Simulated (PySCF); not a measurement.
## MH₃ across group 15

Level: PBE0, basis family def2-TZVP, scalar-relativistic core potentials from Rb on and no relativity for lighter atoms.

Each entry is the lowest minimum that a search over a few typed start shapes (and spin states, where more than one is plausible) found, or that minimum re-optimised at the stated level; isomers with ligand–ligand bonds, or fragments after loss of a ligand pair, can lie lower. Open shells are unrestricted; no spin–orbit coupling; PySCF with density fitting.

(1) Order by mean bond length to the first atom of the formula (for M2X and M3X the non-metal), shortest first (Å).
A. SbH₃
B. AsH₃
C. PH₃
D. NH₃
E. BiH₃

(2) Give point groups and multiplicities.

Answers

(1) D (1.013), C (1.420), B (1.522), A (1.708), E (1.787).

(2) NH₃ C3v singlet, PH₃ C3v singlet, AsH₃ C3v singlet, SbH₃ C3v singlet, BiH₃ C3v singlet.

The bond lengthens at every step; the largest change, 0.407 Å, falls between NH₃ and PH₃ among the members listed.

Spin–orbit coupling can matter for BiH₃.

Left out of the table are members whose search was unfinished or whose lowest solution was spin-contaminated, unstable, very soft or bonded differently.
